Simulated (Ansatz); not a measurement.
Ansatz (a quantum-chemistry and plane-wave program) input (CCSD(T)/aug-cc-pVDZ):

Ansatz 0.2 input:
```yaml
crystal:
  periodic: [false, false, false]
  atoms:
    - {symbol: C, position_ang: [1.78840634, -0.24583356, -0.45933702]}
    - {symbol: C, position_ang: [0.68480763, -0.26612590, 0.29980471]}
    - {symbol: C, position_ang: [-0.53874616, 0.41479298, -0.22568568]}
    - {symbol: O, position_ang: [-1.71505381, -0.01282462, 0.51458474]}
    - {symbol: H, position_ang: [1.85992656, 0.23012145, -1.45842258]}
    - {symbol: H, position_ang: [2.72449023, -0.71108613, -0.13973437]}
    - {symbol: H, position_ang: [-0.74419510, 0.20963982, -1.29238547]}
    - {symbol: H, position_ang: [-0.44992986, 1.50808151, -0.11222288]}
    - {symbol: H, position_ang: [-1.27666818, -0.55116092, 1.19739522]}
basis:
  gaussian:
    orbitals: aug-cc-pVDZ
total_charge: -1
magnetization: {spin_polarized: false}
correlation: {method: ccsd_t, electrons: outside_noble_gas}
output: {forces: true}
```

End of the output:

```
second order -17.56418934 eV of doubles, -0.00000000 eV of singles
coupled cluster: 1.19 GiB planned
cycle   1  -17.88092240 eV  change   -3.2e-1 eV  update   1.1e-1
cycle   2  -18.36449214 eV  change   -4.8e-1 eV  update   3.5e-2
cycle   3  -18.50185131 eV  change   -1.4e-1 eV  update   2.4e-2
cycle   4  -18.50361588 eV  change   -1.8e-3 eV  update   9.6e-3
cycle   5  -18.49638664 eV  change    7.2e-3 eV  update   6.4e-3
cycle   6  -18.49775769 eV  change   -1.4e-3 eV  update   2.7e-3
cycle   7  -18.49776035 eV  change   -2.7e-6 eV  update   1.2e-3
cycle   8  -18.49733023 eV  change    4.3e-4 eV  update   5.8e-4
cycle   9  -18.49742024 eV  change   -9.0e-5 eV  update   2.4e-4
cycle  10  -18.49751636 eV  change   -9.6e-5 eV  update   1.1e-4
cycle  11  -18.49743124 eV  change    8.5e-5 eV  update   5.2e-5
cycle  12  -18.49745662 eV  change   -2.5e-5 eV  update   2.7e-5
cycle  13  -18.49746515 eV  change   -8.5e-6 eV  update   1.3e-5
cycle  14  -18.49746792 eV  change   -2.8e-6 eV  update   6.3e-6
cycle  15  -18.49747435 eV  change   -6.4e-6 eV  update   3.0e-6
perturbative correction -0.73843244 eV, -0.0271368915 hartree
the calculation of the forces begins
Total energy: -5224.77959556 eV, -192.0071086540 hartree
Atom 0 at     1.788406    -0.245834    -0.459337 Å, force     1.090800    -0.017591    -0.672270 eV/Å
Atom 1 at     0.684808    -0.266126     0.299805 Å, force    -0.830722    -0.322166     1.118614 eV/Å
Atom 2 at    -0.538746     0.414793    -0.225686 Å, force    -0.190047     0.181180    -0.100532 eV/Å
Atom 3 at    -1.715054    -0.012825     0.514585 Å, force    -0.354056    -0.056742     0.102491 eV/Å
Atom 4 at     1.859927     0.230121    -1.458423 Å, force    -0.039440     0.206269    -0.400567 eV/Å
Atom 5 at     2.724490    -0.711086    -0.139734 Å, force     0.339620    -0.170690     0.133125 eV/Å
Atom 6 at    -0.744195     0.209640    -1.292385 Å, force    -0.038763    -0.130848    -0.386480 eV/Å
Atom 7 at    -0.449930     1.508082    -0.112223 Å, force     0.040891     0.392626     0.071812 eV/Å
Atom 8 at    -1.276668    -0.551161     1.197395 Å, force    -0.018283    -0.082037     0.133808 eV/Å
Dipole moment:    -0.182806     0.250134    -0.339660 e Å
```

It need not be the lowest isomer of its formula. Whether it binds its extra electron was not tested at this geometry.
